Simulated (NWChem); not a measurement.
# C₂H₃FSi; SMILES C(#C)[SiH2]F

```xyz
7

Si    -0.5223     0.5983     0.0000
F      0.7882     1.5554     0.0000
C      0.0122    -1.1485     0.0000
C      0.3503    -2.3173     0.0000
H     -1.3040     0.8852    -1.2299
H     -1.3040     0.8852     1.2299
H      0.6514    -3.3506     0.0000
```
Atoms are numbered in this order, from 1.

Program: NWChem. The geometry was optimised at PBE0/def2-SVP. Total energies compare along this basis series because the functional is fixed.

| level | basis functions | energy (Ha) | highest occupied level (eV) | orbital gap (eV) | dipole (D) |
|---|---|---|---|---|---|
| Hartree-Fock/pcseg-1 | 75 | -465.7831 | -11.33 | 13.89 | 2.23 |
| Hartree-Fock/aug-pcseg-1 | 123 | -465.7932 | -11.28 | 12.03 | 1.96 |
| Hartree-Fock/pcseg-2 | 166 | -465.9386 | -11.28 | 13.65 | 2.03 |
| Hartree-Fock/STO-3G | 27 | -460.1304 | [?] | [?] | [?] |
| Hartree-Fock/def2-SVP | 75 | -465.6239 | -11.30 | 14.29 | 2.10 |

Problem. What belongs in the gaps?

Solution. 
- Hartree-Fock/STO-3G, highest occupied level (eV): -8.87
- Hartree-Fock/STO-3G, orbital gap (eV): 18.53
- Hartree-Fock/STO-3G, dipole (D): 1.04
